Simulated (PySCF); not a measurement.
## `C[C@@H]1CC[P@@]1(C)=O`: 4 charge schemes on one density

Species: C5H11OP.
Numbering: `[CH3:1][C@@H:2]1[CH2:3][CH2:4][P@@:5]1([CH3:6])=[O:7]` (hydrogens: H8, H9, H10 on C1; H11 on C2; H12, H13 on C3; H14, H15 on C4; H16, H17, H18 on C6)

Cartesian coordinates in Å at the GFN2-xTB level; atoms count from 1:
```
atom  x, y, z in Å
C1    -0.782    1.848   -0.269
C2    -0.689    0.397   -0.695
C3    -1.336   -0.653    0.231
C4    -0.302   -1.778    0.037
P5     0.920   -0.543   -0.615
C6     1.913    0.079    0.792
O7     1.702   -0.817   -1.825
H8    -0.418    1.980    0.748
H9    -0.186    2.475   -0.931
H10   -1.815    2.189   -0.310
H11   -1.067    0.284   -1.717
H12   -1.338   -0.301    1.262
H13   -2.355   -0.927   -0.040
H14   -0.584   -2.462   -0.763
H15   -0.056   -2.355    0.926
H16    2.368    1.022    0.493
H17    1.314    0.216    1.686
H18    2.703   -0.647    0.976
```

Density: PBE0/pcSseg-1 (PySCF); schemes: Mulliken, IAO, Hirshfeld and ESP-fitted. The structure is a single GFN2-xTB conformer in the gas phase; no vibrational or solvent corrections.

Task: Tabulate the Mulliken, IAO, Hirshfeld and ESP-fitted charges.

Result: In e:

```csv
atom,environment,Mulliken,IAO,Hirshfeld,ESP-fitted
C1,methyl carbon,-0.188,-0.419,-0.119,-0.480
C2,sp3 carbon bound to phosphorus,-0.570,-0.355,-0.065,+0.040
C3,four-membered-ring carbon,-0.160,-0.265,-0.073,-0.082
C4,sp3 carbon bound to phosphorus,-0.441,-0.534,-0.121,-0.417
P5,phosphoryl phosphorus,+0.894,+1.495,+0.431,+0.885
C6,sp3 carbon bound to phosphorus,-0.487,-0.690,-0.158,-0.634
O7,phosphoryl oxygen,-0.586,-0.902,-0.409,-0.664
H8,methyl hydrogen,+0.104,+0.133,+0.037,+0.117
H9,methyl hydrogen,+0.127,+0.148,+0.045,+0.132
H10,methyl hydrogen,+0.123,+0.145,+0.044,+0.131
H11,methine hydrogen,+0.157,+0.153,+0.048,+0.056
H12,methylene hydrogen,+0.116,+0.132,+0.038,+0.061
H13,methylene hydrogen,+0.141,+0.145,+0.043,+0.060
H14,methylene hydrogen,+0.160,+0.162,+0.050,+0.131
H15,methylene hydrogen,+0.144,+0.148,+0.042,+0.123
H16,methyl hydrogen,+0.162,+0.171,+0.057,+0.183
H17,methyl hydrogen,+0.137,+0.157,+0.049,+0.168
H18,methyl hydrogen,+0.167,+0.174,+0.059,+0.192
```

Mean size of the charges over all atoms: IAO 0.352 e, Mulliken 0.270 e, ESP-fitted 0.253 e, Hirshfeld 0.105 e. Each set sums to the total charge, 0, to within 0.001 e. The Hirshfeld scheme divides the density at each point in proportion to the densities of the neutral, spherically averaged free atoms.

Lowest charge. All schemes agree: Mulliken O7 (-0.586); IAO O7 (-0.902); Hirshfeld O7 (-0.409); ESP-fitted O7 (-0.664).

Highest charge. All schemes agree: Mulliken P5 (+0.894); IAO P5 (+1.495); Hirshfeld P5 (+0.431); ESP-fitted P5 (+0.885).

Task: How many electrons does the ESP-fitted scheme count on P5?

Result: Z − q = 15 − (+0.885) = 14.115.

Task: How closely do the schemes follow one another over all atoms?

Result: Correlation coefficient and root-mean-square difference: IAO with Hirshfeld 0.97, 0.346 e; Mulliken with IAO 0.96, 0.186 e; IAO with ESP-fitted 0.95, 0.192 e; Hirshfeld with ESP-fitted 0.94, 0.212 e; Mulliken with Hirshfeld 0.92, 0.214 e; Mulliken with ESP-fitted 0.88, 0.169 e.

Task: Sum the charges by element, for elements with more than one atom.

Result: 
| element | atoms | Mulliken | IAO | Hirshfeld | ESP-fitted |
| --- | --- | --- | --- | --- | --- |
| C | 5 | -1.846 | -2.263 | -0.536 | -1.573 |
| H | 11 | +1.538 | +1.671 | +0.513 | +1.353 |
